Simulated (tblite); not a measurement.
Run record: tight-binding relaxation, `C1C([C@@H]2[C](F)ON=C2)C1` [radical].

Computed with GFN2-xTB geometry optimisation, gas phase (tblite 0.8.0). Start geometry: from a force field or distance geometry. The input is one job of a driver script: a line of settings, then coordinates in Å.

Command:
```bash
OMP_NUM_THREADS=1 python probes_run.py task.json out
```

Input:
```
{"job": {"kind": "relax", "xc": "GFN2-xTB", "basis": "xTB"}, "charge": 0, "multiplicity": 2}
F     -0.165400    -1.446400     1.628900
C     -1.154900    -0.465600     1.501000
O     -2.257400    -1.097400     0.952800
N     -2.775000    -0.229900     0.000600
C     -1.957900     0.686500    -0.314800
C     -0.695900     0.531200     0.435300
C      0.410000    -0.139900    -0.318600
C      1.582400    -0.502700     0.596000
C      1.758300     0.492500    -0.521400
H     -2.136400     1.475900    -1.037500
H     -0.426300     1.480900     0.903500
H      0.088400    -0.912600    -1.062500
H      1.891400    -1.547900     0.495100
H      1.621800    -0.008700     1.599300
H      1.837200     1.580900    -0.255300
H      2.372100     0.112100    -1.346300
```

Q: Estimate the output.

A: 
```
step      E/eV     max force
  0    -760.61481    3.020
  1    -760.97569    1.952
  2    -761.25473    1.554
  3    -761.37340    0.856
  4    -761.44053    0.677
  5    -761.49848    0.636
  6    -761.54801    0.492
  7    -761.58507    0.438
  8    -761.61903    0.458
  9    -761.64920    0.311
... (60 lines left out)
 70    -761.82731    0.030
 71    -761.82761    0.029
 72    -761.82780    0.029
 73    -761.82791    0.025
 74    -761.82799    0.021
 75    -761.82808    0.016
 76    -761.82816    0.018
 77    -761.82821    0.014
 78    -761.82823    0.011
 79    -761.82825    0.010
```

«max force» is the largest atomic force in eV/Å.

Q: From which step on does the largest force stay under 0.1 eV/Å, and how much energy is left to gain from there?

A: From step 30 (0.078 eV/Å), 13.4 meV above the end.

Main results: energy lowered by 28.0 kcal/mol over 79 steps; largest atomic force 0.010 eV/Å at the end.

Hardware: one thread of an Arm Neoverse V2, shared host. Cost: 0.42 s of wall time.
Labels such as C1 count atoms from 1, the log's own numbers from 0.
